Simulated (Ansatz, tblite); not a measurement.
Cost and result up the ladder for `O=P(O)(O)CCCCCCCCCCCOc1ccccc1` (51 atoms). Charge 0, multiplicity 1. Geometry: r2SCAN-D4/def2-SVP.

```xyz
51

O     4.1584   -3.3038   -2.3370
P     4.0633   -3.0334   -3.8010
O     4.4399   -1.4955   -4.1985
O     5.0604   -3.9580   -4.6982
C     2.5032   -3.2469   -4.6742
C     1.3760   -2.3459   -4.1611
C     0.8820   -2.7204   -2.7626
C    -0.2595   -1.8398   -2.2545
C     0.1246   -0.3789   -2.0219
C    -1.0086    0.4447   -1.4131
C    -0.6997    1.9373   -1.2715
C     0.5261    2.2754   -0.4163
C     0.5286    1.7578    1.0269
C    -0.5593    2.3278    1.9492
C    -1.8882    1.5796    1.9151
O    -2.8221    2.1139    2.8440
C    -2.7228    1.7951    4.1597
C    -1.8026    0.8809    4.6999
C    -1.8154    0.6197    6.0753
C    -2.7258    1.2543    6.9215
C    -3.6393    2.1660    6.3761
C    -3.6402    2.4373    5.0104
H     4.9078   -1.0778   -3.4589
H     5.7244   -4.3675   -4.1223
H     2.2386   -4.3155   -4.5912
H     2.7243   -3.0533   -5.7378
H     0.5332   -2.3991   -4.8738
H     1.7289   -1.3005   -4.1801
H     1.7272   -2.6856   -2.0520
H     0.5486   -3.7743   -2.7783
H    -0.6368   -2.2604   -1.3044
H    -1.1100   -1.8864   -2.9621
H     0.4365    0.0910   -2.9735
H     1.0134   -0.3477   -1.3641
H    -1.2775    0.0128   -0.4310
H    -1.9119    0.3286   -2.0397
H    -1.5883    2.4590   -0.8728
H    -0.5428    2.3630   -2.2797
H     0.6435    3.3742   -0.3923
H     1.4323    1.8941   -0.9201
H     0.4817    0.6519    1.0374
H     1.5114    2.0066    1.4617
H    -0.1959    2.3143    2.9907
H    -0.7486    3.3898    1.7093
H    -1.7386    0.4977    2.0943
H    -2.3820    1.6789    0.9379
H    -1.0738    0.3717    4.0664
H    -1.0933   -0.0935    6.4845
H    -2.7244    1.0445    7.9944
H    -4.3608    2.6732    7.0238
H    -4.3464    3.1432    4.5656
```

Ansatz on 2 threads of AMD EPYC 7R13 on a shared host and a share (18 GiB) of an NVIDIA H100 80GB HBM3; xTB runs through tblite on one thread. Times are rough, summed over both states, and most runs start from the orbitals of an earlier one. PBE0-D4/def2-TZVP serves as the yardstick here, not as an exact answer. The other state is a triplet.

The xTB rows come from tblite. Single mean-field runs in def2-TZVP are fitted with def2-universal-jkfit.

xTB has no spin-polarisation term.

```
                          level  functions  wall time
                       GFN2-xTB        122     0.17 s
                       GFN1-xTB        151      0.3 s
 PBE-D4/def2-TZVP (with forces)        862       19 s
PBE0-D4/def2-TZVP (with forces)        862       23 s
```

(1) Estimate what each level gives for the vertical triplet (eV).

Answers

(1) 
```tsv
level	vertical triplet (eV)	difference from PBE0-D4/def2-TZVP (eV)
GFN2-xTB	4.35	0.40
GFN1-xTB	4.32	0.37
PBE-D4/def2-TZVP (with forces)	3.93	-0.02
PBE0-D4/def2-TZVP (with forces)	3.95	0.00
```
